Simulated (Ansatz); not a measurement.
`CC(C)[Si](Cl)(Cl)Cl` + `O[SiH3]` → `CC(C)O[SiH3]` + `Cl[SiH](Cl)Cl` at 298.15 K and 1 bar (substitution at a C–Si bond).

Isolated molecules relaxed with PBE0-D4/def2-TZVP in Ansatz; ΔE leaves out vibrations. CCSD(T)/CBS adds triple-zeta CCSD(T) − MP2 to the extrapolated MP2 energy (def2 sets, frozen cores). This one scheme is used for every species. One conformer a species, not always the lowest.

| species | CCSD(T)/CBS energy (Eh) | H − E (kJ/mol) | S (J/(mol·K)) |
| --- | --- | --- | --- |
| `CC(C)[Si](Cl)(Cl)Cl` | -1786.96983 | 290.5 | 416.3 |
| `O[SiH3]` | -366.69042 | 113.6 | 257.8 |
| `CC(C)O[SiH3]` | -484.46277 | 346.9 | 361.2 |
| `Cl[SiH](Cl)Cl` | -1669.16736 | 53.3 | 314.4 |

H − E and S are ideal-gas, rigid-rotor, harmonic terms from PBE0-D4/def2-TZVP, for one conformer and one mirror image of each species. 1 Eh = 2625.50 kJ/mol, R = 8.31446 J/(mol·K).

By hand: ΔE, ΔH, ΔS and ΔG.

ΔE = (-484.46277) + (-1669.16736) − (-1786.96983) − (-366.69042) = 0.03012 Eh = 79.1 kJ/mol. Δ(H − E) = 346.9 + 53.3 − 290.5 − 113.6 = -3.9, so ΔH = 75.2 kJ/mol. ΔS = 361.2 + 314.4 − 416.3 − 257.8 = 1.5 J/(mol·K). ΔG = 75.2 − 298.15 × (1.5)/1000 = 74.8 kJ/mol.

By hand: the equilibrium constant, and the temperature at which ΔG would vanish if ΔH and ΔS stayed fixed.

log₁₀ K = −ΔG/(RT ln 10) = -13.1. ΔG = 0 at ΔH/ΔS = 50133 K, far beyond where these terms or the molecules hold.

The number of gas molecules stays the same, so ΔS is small and ΔH decides. A doubt of 5 kJ/mol in ΔE shifts log₁₀ K by 0.9 here. Other conformers and mirror images would add mixing entropy, several J/(mol·K) or more a flexible species. Modes under 60 cm⁻¹, often nearly free rotors, make the harmonic entropy too high. These are equilibria of isolated gas molecules and say nothing of rates. Largest T1 diagnostic: 0.011 (customary marks: 0.02 for closed shells, 0.045 for open ones).
